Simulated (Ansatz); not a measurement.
Calculated with Ansatz (gas phase, PBE0-D4/def2-TZVP geometries, no zero-point term in ΔE). CCSD(T)/CBS adds triple-zeta CCSD(T) − MP2 to the extrapolated MP2 energy (def2 sets, frozen cores). Functionals use def2-TZVPP. B3LYP here is the variant with VWN-RPA as its local correlation; programs differ in this. Elements past krypton have def2 core potentials. For Sn outer-core shells are correlated without core-valence functions, which leaves a few kJ/mol of doubt a bond. One conformer a species, not always the lowest.

Reaction (redistribution): `N[BH][SnH]([F])[Cl]` + `C[NH][SnH3]` → `N[BH][SnH3]` + `C[NH][SnH]([F])[Cl]`

```json
{"level": "B3LYP-D4", "ΔE (kJ/mol)": "10.6"}
{"level": "LC-ωPBE", "ΔE (kJ/mol)": "6.1"}
```

What does CCSD(T)/CBS give? (Best estimate.)

Computed: +5.6 kJ/mol. The listed levels differ from it by 5.0, 0.5 kJ/mol.

Largest T1 diagnostic among the species: 0.014.

From BLYP to BHLYP (50 % exact exchange), in def2-TZVPP and without D4, ΔE moves by −3.3 kJ/mol. Leaving LDA and LC-ωPBE aside and taking each functional with its dispersion term where it has one, the values, not all of them listed here, spread over 7.1 kJ/mol, from PBE-QIDH to BLYP-D4.
